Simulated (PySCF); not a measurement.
**Working out the ionisation energy of F²⁺**

F²⁺ [He] 2s2 2p3 (4S) → F³⁺ [He] 2s2 2p2 (3P). Computed with PySCF 2.14 in aug-cc-pVDZ (4s3p2d, 23 functions), with the non-relativistic Hamiltonian (point nucleus). Frozen: 1s2. Energies in hartree (1 hartree = 27.21139 eV):

```json
{"part": "UHF", "F²⁺ (lower)": "-97.575981", "F³⁺ (upper)": "-95.289017"}
{"part": "CCSD correlation", "F²⁺ (lower)": "-0.084900", "F³⁺ (upper)": "-0.081751"}
{"part": "(T)", "F²⁺ (lower)": "-0.000512", "F³⁺ (upper)": "-0.000543"}
```

Q: What does Hartree-Fock give?

A: (-95.289017) − (-97.575981) = 2.286964 hartree = 62.231 eV.

Q: What do CCSD and CCSD(T) give?

A: The CCSD correlation energies differ by 0.003149 hartree = 0.086 eV and the triples by -0.000031 hartree = -0.001 eV, so CCSD gives 62.317 eV and CCSD(T) 62.316 eV.

A first-order spin-orbit estimate adds -0.049 eV to CCSD(T) (valence), giving 62.267 eV against 62.708 eV (semi-empirical (NIST evaluation); NIST Atomic Spectra Database, ionization energies).

A double-zeta basis recovers only part of the correlation energy.

What remains against the reference includes basis incompleteness, the frozen core and higher excitations.
